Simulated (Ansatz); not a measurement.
A made-up structure of SiH2SO2, singlet:

```xyz
6
angstrom
O -1.8045 1.4070 -0.7097
Si -0.4034 -1.4520 1.0157
O 0.4792 -0.3191 0.1533
S -0.1575 0.9568 -0.6155
H 0.9224 1.5770 -1.1620
H 0.7446 -2.2084 1.3710
```

It is relaxed with PBE-D4/def2-SVP and then PBE0-D4/def2-TZVP (Ansatz 0.2.0). Atoms count as bonded within 1.22 times the sum of their covalent radii (H–H: 0.88 Å). The end point is not checked to be a true minimum.

**Question.** Does its bonding change? (Judge from chemistry; the calculation decides.)

**Answer.** The calculation gives: No: no bond forms or breaks.

Where it ends: The first stage lowers the energy by 3.21 eV in 13 steps. It ends as SiH₂SO₂ ([O][SH][O][SiH]):
O1  (-1.457, 1.317, -0.475)
Si2  (-0.436, -1.207, 1.122)
O3  (0.367, -0.423, -0.144)
S4  (-0.257, 0.757, -1.086)
H5  (0.773, 1.607, -0.736)
H6  (0.792, -2.089, 1.372)
(Å)

Labels in which every atom is bracketed show which atoms are joined, not bond orders.

For scale, one of the runs: PBE0-D4/def2-TZVP relaxation, 148 basis functions, launched by `ansatz run in.yaml --threads 2 --pin off --events-out ev --progress --plain --max-ram 4352MiB`. Hardware: 2 CPU threads of an Arm Neoverse V2, shared host. Wall time about 28 s.
